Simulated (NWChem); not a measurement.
# CH₃BrOSi, singlet; SMILES CO[Si]Br

```xyz
7

Si     1.2186    -0.6380     0.0001
Br    -0.1593     1.2282     0.0000
O      0.1365    -1.9048    -0.0003
C     -1.2727    -2.0709     0.0001
H     -1.7987    -1.0925    -0.0042
H     -1.5700    -2.6524    -0.8969
H     -1.5707    -2.6445     0.9019
```
Atoms are numbered in this order, from 1.

Computed with NWChem. Pople sets run with spherical d functions. Low-valent species are run as closed-shell singlets; no triplet was tried in these runs. Coordinates come from a PBE-D3(BJ)/def2-SVP optimisation. Ions are spin-unrestricted doublets at the neutral geometry; other ion states weren't tried.

For level B3LYP/6-31G*:

```
Quantity       Result
-------------  ------
−ε(HOMO) (eV)    7.21
```

Q: What are these values for level PBE/6-31G*?

A: 
| Property | Value |
|---|---|
| −ε(HOMO) (eV) | 6.34 |
